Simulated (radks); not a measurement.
Values are calculated unless marked as measured or tabulated.
The nuclear charge of the beryllium ion Be2+ is varied continuously with 2 electrons held in [He]. Level of theory: scalar-relativistic Kohn-Sham, SCAN, spin-polarised, spherical densities, finite nucleus; meta-GGA in the generalised Kohn-Sham scheme; Fermi nuclear charge, rms radius 2.519 fm (a radial shooting solver on a logarithmic mesh with Libxc functionals). By the Hellmann-Feynman theorem dE/dZ = E(electron-nucleus)/Z, the electronic potential at the nucleus (averaged over a nucleus of fixed radius). The scalar-relativistic energy here is not variational (the density holds large components alone), so the two differ by a part that grows with Z.

| Z | E (hartree) | E(electron-nucleus)/Z (hartree) | HOMO | e(HOMO) (eV) | <r> HOMO (bohr) |
|---|---|---|---|---|---|
| 3.1 | -7.83018 | -5.57739 | 1s | -67.961 | 0.5538 |
| 3.2 | -8.39793 | -5.77747 | 1s | -74.270 | 0.5340 |
| 3.3 | -8.98568 | -5.97756 | 1s | -80.851 | 0.5156 |
| 3.4 | -9.59345 | -6.17767 | 1s | -87.705 | 0.4984 |
| 3.6 | -10.86902 | -6.57792 | 1s | -102.23 | 0.4673 |
| 3.7 | -11.53682 | -6.77807 | 1s | -109.90 | 0.4532 |
| 3.8 | -12.22464 | -6.97823 | 1s | -117.84 | 0.4398 |
| 3.9 | -12.93248 | -7.17840 | 1s | -126.06 | 0.4273 |
| 4 | -13.66033 | -7.37859 | 1s | -134.55 | 0.4154 |
| 4.1 | -14.40821 | -7.57879 | 1s | -143.31 | 0.4042 |
| 4.2 | -15.17611 | -7.77901 | 1s | -152.34 | 0.3936 |
| 4.3 | -15.96403 | -7.97924 | 1s | -161.64 | 0.3835 |
| 4.6 | -18.44794 | -8.58003 | 1s | -191.19 | 0.3561 |
| 4.7 | -19.31597 | -8.78032 | 1s | -201.59 | 0.3478 |
| 4.8 | -20.20402 | -8.98062 | 1s | -212.25 | 0.3399 |
| 5 | -22.04023 | -9.38128 | 1s | -234.41 | 0.3252 |

The central difference of E at Z = 4 is -7.379 hartree, to compare with the third column; the second derivative is -2 hartree. No converged solution with all levels bound was reached at Z = 3, 3.5, 4.4, 4.5, 4.9.
